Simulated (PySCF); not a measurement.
**Spinor energies of Mg⁵⁺ (magnesium, charge +5)**

Start: [He] 2s2 2p3; 2p1/2 filled at m_j = -1/2, +1/2; 2p3/2 filled at m_j = +3/2. Calculated with PySCF 2.14 in an uncontracted even-tempered set (18 s from 0.45 bohr⁻², ratio 2.4; 11 p from 0.58 bohr⁻², ratio 2.4; 5 d from 3.6 bohr⁻², ratio 2.6; 5 f from 5.3 bohr⁻², ratio 2.6): generalised Hartree-Fock with the X2C-1e Hamiltonian and a Gaussian nucleus; one run each with spin-orbit coupling (SO) switched off, then screened by Boettger's factors.

| spinor shell | electrons | ε, spin-free (eV) | ε, screened SO (eV) | weight of nominal j (screened SO) | rms radius, screened SO (bohr) |
| --- | --- | --- | --- | --- | --- |
| 1s1/2 | 2 | -1481.0 | -1481.0 | 1.000 | 0.150 |
| 2s1/2 | 2 | -212.52 | -212.52 | 1.000 | 0.683 |
| 2p1/2 | 2 | -188.33 | -188.40 | 0.513 | 0.629 |
| 2p3/2 | 1 | -188.33 | -188.19 | 1.000 | 0.630 |

```tsv
quantity	spin-free	screened SO
E (hartree)	-187.17250	-187.17273
M_J	3/2	3/2
⟨J²⟩	3.752	3.752
⟨L²⟩	0.000	0.001
⟨S²⟩	3.752	3.751
```

Each row is a mean over spinors that exchange with the open shell spreads, by up to 25.032 eV (2s1/2).

Rows whose weight is well below 1 are mixtures of j = l ± 1/2: exchange outweighs spin-orbit coupling there, and the label is only the starting occupation.

Without spin-orbit coupling the j labels of p, d and f shells carry no meaning; the spin-free column gives the mean over the occupied spinors of each nl shell.
